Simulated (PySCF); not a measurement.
SMILES s1ccc(c1-c1sccc1OC)C, GFN2-xTB optimised geometry.

```
23

C      0.99    -3.29    -0.01
O      0.40    -2.02     0.00
C      1.22    -0.94     0.00
C      2.64    -0.94     0.00
C      3.15     0.32     0.00
S      1.94     1.53     0.00
C      0.68     0.33     0.00
C     -0.72     0.65     0.00
S     -1.88    -0.65    -0.01
C     -3.18     0.47    -0.01
C     -2.75     1.75    -0.01
C     -1.34     1.88     0.00
C     -0.64     3.19     0.00
H      1.61    -3.45     0.89
H      1.60    -3.44    -0.90
H      0.17    -4.00    -0.01
H      3.24    -1.82     0.00
H      4.19     0.61     0.00
H     -4.19     0.10    -0.01
H     -3.41     2.60    -0.01
H     -1.37     4.00     0.01
H     -0.01     3.30    -0.88
H      0.00     3.29     0.87
```

Density from CAM-B3LYP/def2-SVP (PySCF 2.14.0) at that geometry.

Minimum of the electron density along straight lines between bonded atoms, close to the bond critical point (lines longer than 1.1 times the sum of covalent radii, or with two minima, are not listed):

| bond | length / Å | ρ at the minimum / e bohr⁻³ | ∇²ρ there / e bohr⁻⁵ | position (fraction from the first atom) |
|---|---|---|---|---|
| C1–O2 | 1.406 | 0.255 | -0.32 | 0.34 |
| O2–C3 | 1.360 | 0.286 | -0.30 | 0.67 |
| C3–C4 | 1.413 | 0.299 | -0.75 | 0.51 |
| C4–C5 | 1.359 | 0.324 | -0.83 | 0.49 |
| C5–S6 | 1.714 | 0.220 | -0.50 | 0.47 |
| C3–C7 | 1.385 | 0.315 | -0.78 | 0.50 |
| S6–C7 | 1.740 | 0.210 | -0.45 | 0.53 |
| C7–C8 | 1.426 | 0.287 | -0.71 | 0.50 |
| C8–S9 | 1.744 | 0.209 | -0.44 | 0.47 |
| S9–C10 | 1.718 | 0.220 | -0.51 | 0.52 |
| C10–C11 | 1.357 | 0.326 | -0.84 | 0.51 |
| C8–C12 | 1.379 | 0.314 | -0.77 | 0.52 |
| C11–C12 | 1.412 | 0.299 | -0.75 | 0.50 |
| C12–C13 | 1.492 | 0.258 | -0.62 | 0.51 |
| C1–H14 | 1.095 | 0.281 | -1.08 | 0.64 |
| C1–H15 | 1.095 | 0.281 | -1.07 | 0.64 |
| C1–H16 | 1.089 | 0.285 | -1.13 | 0.65 |
| C4–H17 | 1.075 | 0.284 | -1.10 | 0.64 |
| C5–H18 | 1.071 | 0.286 | -1.13 | 0.65 |
| C10–H19 | 1.072 | 0.286 | -1.12 | 0.64 |
| C11–H20 | 1.076 | 0.283 | -1.09 | 0.63 |
| C13–H21 | 1.087 | 0.278 | -1.03 | 0.63 |
| C13–H22 | 1.090 | 0.275 | -1.01 | 0.63 |
| C13–H23 | 1.090 | 0.276 | -1.02 | 0.63 |
